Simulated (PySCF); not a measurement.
All values below come from ωB97X-D3(BJ)/def2-TZVP // B3LYP-D3(BJ)/def2-TZVP (PySCF). All species are isolated molecules in the gas phase. Delta-SCF ions had no search for a lower state. Excitations are Tamm–Dancoff values on a coarser integration grid. The basis has no diffuse functions, so Rydberg states are missing or too high.

Reference species (SMILES): `[CH3][Ga]([CH3])[Cl]` (neutral, multiplicity 1).

The vertical ionisation energy (Delta-SCF) is 10.19 eV and the T1 excitation (TDA) comes out as 5.51 eV. The S1–T1 gap (TDA) is 0.25 eV and the HOMO is -10.22 eV.

After one change: the vertical ionisation energy (Delta-SCF) rises by 1.99 eV; the T1 excitation (TDA) rises by 0.68 eV; the S1–T1 gap (TDA) rises by 0.17 eV; the HOMO falls by 1.75 eV.

Which change was made? The new species is one of these.
A) `[CH3][Ga]([CH3])[CH3]`
B) `[Cl][Ga]([Cl])[Cl]`
C) `[CH3][Ga]([Cl])[Cl]`

B, `[Cl][Ga]([Cl])[Cl]`
